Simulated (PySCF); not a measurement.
Core-level binding energies of SiFMe3

Compound: SiFMe3, C₃H₉FSi.
Bonds: Si1–F2, Si1–C3, Si1–C7, Si1–C11. Hydrogens: H4, H5, H6 on C3; H8, H9, H10 on C7; H12, H13, H14 on C11.

Theory: PySCF, delta-SCF UKS SCAN, pcX-2 on the ionised atom, pcseg-1 elsewhere, spin-free X2C. Each binding energy is the total energy of the core-ionised species, with the hole localised on one atom, minus that of the ground state; both are solved self-consistently, so orbital relaxation is included.

Problem. List the computed XPS lines with their assignment.

Solution. 
```
  atom(s)                  environment     level  binding energy (eV)  2p1/2 (eV)  count
      Si1  silicon bonded to 3 C and F  Si 2p3/2               107.10      107.73      1
C3/C7/C11  carbon bonded to Si and 3 H      C 1s               290.23           –      3
       F2        fluorine bonded to Si      F 1s               691.56           –      1
      Si1  silicon bonded to 3 C and F     Si 1s              1847.05           –      1
```

Problem. Which photon energy gives electrons from Si 1s of Si1 a kinetic energy of 50 eV, and what is their de Broglie wavelength?

Solution. hν = 1847.05 + 50 = 1897.05 eV, recoil neglected; λ = 12.264 Å/√(E/eV) = 1.73 Å.

Problem. What is the longest wavelength that can ionise Si 1s of Si1 vertically?

Solution. λ = hc/E = 12398.42 eV Å / 1847.05 eV = 6.713 Å.

Atoms equivalent by their bonding share one computed value, that of the first of them. Spin–orbit coupling isn't in the SCF: each 2p doublet comes from a relaxed spin-free hole plus a matrix of the shell (mean-field spin–orbit coupling and the ground-state 2p splitting), with 2p3/2 averaged over its two sublevels. 2p1/2 minus 2p3/2 (ligand field included): Si 0.63 eV. Geometry: PBE0-D3(BJ)/def2-SVP; no solvent, vibrations or thermal averaging.
